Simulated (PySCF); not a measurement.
## How a change of structure moves an absorption spectrum

Computed, not measured: TDDFT B3LYP/def2-SVPD, vertical, gas phase, core orbitals frozen in the response in PySCF. Geometries: GFN2-xTB; one conformer of each isolated species. Triplets are in the Tamm–Dancoff approximation. 'Strongest' means the level of largest summed f among the lowest 8 singlets; it needn't be the same kind of state in each.

Parent: `CC1[SiH2][SiH2][SiH2]1`, with lowest singlet excitation energy 5.28 eV, oscillator strength of the strongest level 0.11, lowest triplet energy 4.84 eV, mean static polarisability 110.2 au. Its spectrum: 5.28 eV (f 0.001); 5.64 eV (f 0.009); 5.65 eV (f 0.003); 5.86 eV (f 0.054); 6.06 eV (f 0.096).

Q: Give the shifts from the parent for: H on Si replaced by Cl (`C[C@H]1[SiH2][Si@@H](Cl)[SiH2]1`); H on Si replaced by NH2 (`C[C@H]1[SiH2][Si@@H](N)[SiH2]1`); H on Si replaced by vinyl (`C=C[Si@H]1[SiH2][C@H](C)[SiH2]1`); H on Si replaced by OH (`C[C@H]1[SiH2][Si@H](O)[SiH2]1`).

A: 

```
                   change                           SMILES  Δ S1 (eV)  Δ f (strongest)  Δ T1 (eV)  Δ α (au)
   H on Si replaced by Cl  C[C@H]1[SiH2][Si@@H](Cl)[SiH2]1      -0.62            -0.01      -0.64     +12.1
  H on Si replaced by NH2   C[C@H]1[SiH2][Si@@H](N)[SiH2]1      -1.03            -0.06      -1.01      +7.9
H on Si replaced by vinyl  C=C[Si@H]1[SiH2][C@H](C)[SiH2]1      -0.45             0.00      -0.79     +23.6
   H on Si replaced by OH    C[C@H]1[SiH2][Si@H](O)[SiH2]1      -0.95            +0.01      -0.97      +1.7
```

S1 falls most with H on Si replaced by NH2 (-1.03 eV); all changes lower it. S1 is simply the lowest singlet of each species and needn't be the same kind of state throughout. Over these 4 changes the shifts of S1 and of the HOMO–LUMO gap correlate with r = 0.99.

Lowest levels of each derivative:
- `C[C@H]1[SiH2][Si@@H](Cl)[SiH2]1`: 4.66 eV (f 0.001); 5.17 eV (f 0.015); 5.34 eV (f 0.000)
- `C[C@H]1[SiH2][Si@@H](N)[SiH2]1`: 4.25 eV (f 0.005); 5.08 eV (f 0.052); 5.29 eV (f 0.023)
- `C=C[Si@H]1[SiH2][C@H](C)[SiH2]1`: 4.83 eV (f 0.002); 5.39 eV (f 0.111); 5.41 eV (f 0.014)
- `C[C@H]1[SiH2][Si@H](O)[SiH2]1`: 4.33 eV (f 0.001); 5.02 eV (f 0.009); 5.10 eV (f 0.000)
